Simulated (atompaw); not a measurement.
Pseudopotential generation for molybdenum: PAW (atompaw), LDA (PW92), scalar-relativistic.

* Element: Mo
* Generator: atompaw 4.2.0.5
* Type: PAW
* Functional: LDA (PW92)
* Relativity: scalar-relativistic
* Frozen core: [Ar] 3d10
* Valence charge: 14
* Reference configuration: 4s2 4p6 4d5 5s1 5p0
* Partial waves: 4s (bound): rc 1.70 bohr; 5s (bound): rc 1.65 bohr; 4p (bound): rc 2.20 bohr; 5p (bound, empty): rc 2.50 bohr; 4d (bound): rc 1.65 bohr; 4d channel at 0.75 Ry: rc 1.65 bohr
* Local potential: troulliermartins scheme with l = 3 at 0.5 Ry, radius 1.95 bohr
* Core correction: smooth core density matched at 1.90 bohr
* Augmentation charge: besselshape compensation charge, radius 2.00 bohr; PAW radius 2.50 bohr; waves and projectors: custom rrkj gramschmidtortho

Poles of the logarithmic derivatives, all-electron (AE) and pseudo (PS). s: poles at -4.7, 3.2 (AE) and -4.7, 3.2 (PS) Ry. p: poles at -2.7, 4.5 (AE) and -2.7, 3.0 (PS) Ry. d: poles at 0.3 (AE) and 0.3 (PS) Ry. Test radius 2.51 bohr.

* Cutoffs needed: 35 Ry and 55 Ry (the cutoffs (Ry, on a coarse ladder) from which the occupation-weighted sum of valence levels, in a spherical-Bessel basis at the reference potential, stays within 10 and 1 mRy of its value at 400 Ry)
* Ghost test: no extra level below or beside the all-electron valence levels (s, p, d, f tested) (spherical-Bessel basis up to 400 Ry, 20 bohr box)
* Lowest eigenvalue of the overlap operator: 0.03 (s channel)
* Overlap eigenvalues printed by atompaw (projector basis): 0.0395, 0.304, 0.994, 1.11, 11.4, 6.13e+03
* Share of each valence orbital outside the PAW sphere: 4s 0 %, 5s 79 %, 4p 1 %, 5p 94 %, 4d 24 %
